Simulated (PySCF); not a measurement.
C6H11NSi2.
Numbering: `[SiH3:1][N:2]([SiH3:3])[c:4]1[cH:5][cH:6][cH:7][cH:8][cH:9]1` (hydrogens: H10, H11, H12 on Si1; H13, H14, H15 on Si3; H16 on C5; H17 on C6; H18 on C7; H19 on C8; H20 on C9)

The same species was optimised twice, with GFN2-xTB and with PBE0-D3(BJ)/def2-SVP (PySCF), and the same property calculations (PySCF, gas phase) were run on both structures.

```csv
coordinate,GFN2-xTB,PBE0-D3(BJ)/def2-SVP,change
N2–Si3 (Å),1.746,1.765,+0.019
Si1–N2 (Å),1.746,1.765,+0.019
N2–C4 (Å),1.395,1.410,+0.015
C4–C5 (Å),1.394,1.405,+0.011
C4–C9 (Å),1.394,1.405,+0.011
C5–C6 (Å),1.382,1.392,+0.010
C8–C9 (Å),1.382,1.392,+0.010
C7–C8 (Å),1.385,1.394,+0.009
C6–C7 (Å),1.384,1.393,+0.009
Si1–N2–Si3 (°),121.9,121.1,-0.8
Si3–N2–C4 (°),119.1,119.5,+0.4
Si1–N2–C4 (°),119.0,119.4,+0.4
C5–C4–C9 (°),118.1,117.8,-0.3
C6–C7–C8 (°),119.2,118.9,-0.3
C5–C6–C7 (°),120.5,120.7,+0.2
N2–C4–C5 (°),120.9,121.1,+0.2
C7–C8–C9 (°),120.5,120.7,+0.2
Si1–N2–C4–C5 (°),-35,-22,+13
```

Rotational constants: A = 2048, B = 840.1, C = 634.3 MHz (GFN2-xTB) against A = 2012, B = 836.7, C = 610.3 MHz (PBE0-D3(BJ)/def2-SVP). Point groups within 0.08 Å: C2 and C2. Atoms that the bonding makes alike are paired by their places after alignment.

On the GFN2-xTB structure: HOMO (eV) -6.32 [PBE0/pcSseg-1]; LUMO (eV) -0.27 [PBE0/pcSseg-1]; dipole (D) 0.22 [PBE0/pcSseg-1]; GIAO shielding of Si1/Si3 (mean) (ppm) 398.5 [PBE0/pcSseg-1]; GIAO shielding of N2 (ppm) 227.2 [PBE0/pcSseg-1]; GIAO shielding of C4 (ppm) 29.0 [PBE0/pcSseg-1]; GIAO shielding of C5/C9 (mean) (ppm) 61.5 [PBE0/pcSseg-1]; GIAO shielding of C6/C8 (mean) (ppm) 52.6 [PBE0/pcSseg-1]; GIAO shielding of C7 (ppm) 61.3 [PBE0/pcSseg-1].

Question: What do these properties become on the PBE0-D3(BJ)/def2-SVP structure?

Answer: 
```
                                    property          level  on GFN2-xTB  on PBE0-D3(BJ)/def2-SVP  change
                                   HOMO (eV)  PBE0/pcSseg-1        -6.32                    -6.36   -0.04
                                   LUMO (eV)  PBE0/pcSseg-1        -0.27                    -0.34   -0.07
                                  dipole (D)  PBE0/pcSseg-1         0.22                     0.12   -0.10
energy, GFN2-xTB geometry as zero (kcal/mol)  PBE0/pcSseg-1          0.0                     -2.1    -2.1
      GIAO shielding of Si1/Si3 (mean) (ppm)  PBE0/pcSseg-1        398.5                    399.3    +0.8
                  GIAO shielding of N2 (ppm)  PBE0/pcSseg-1        227.2                    215.4   -11.8
                  GIAO shielding of C4 (ppm)  PBE0/pcSseg-1         29.0                     29.7    +0.7
        GIAO shielding of C5/C9 (mean) (ppm)  PBE0/pcSseg-1         61.5                     61.6    +0.1
        GIAO shielding of C6/C8 (mean) (ppm)  PBE0/pcSseg-1         52.6                     49.7    -2.9
                  GIAO shielding of C7 (ppm)  PBE0/pcSseg-1         61.3                     59.1    -2.2
```

The heavy atoms differ by 0.132 Å rms after alignment. Among bonds between heavy atoms Si1–N2 and N2–Si3 change most and about equally (+0.019 Å). Changes are differences of the printed values. Neither structure is proved a minimum here.

Conformer computed: `[SiH3:1][N:2]([SiH3:3])[c:4]1[cH:5][cH:6][cH:7][cH:8][cH:9]1`: Si1–N2–C4–C5 -22°.
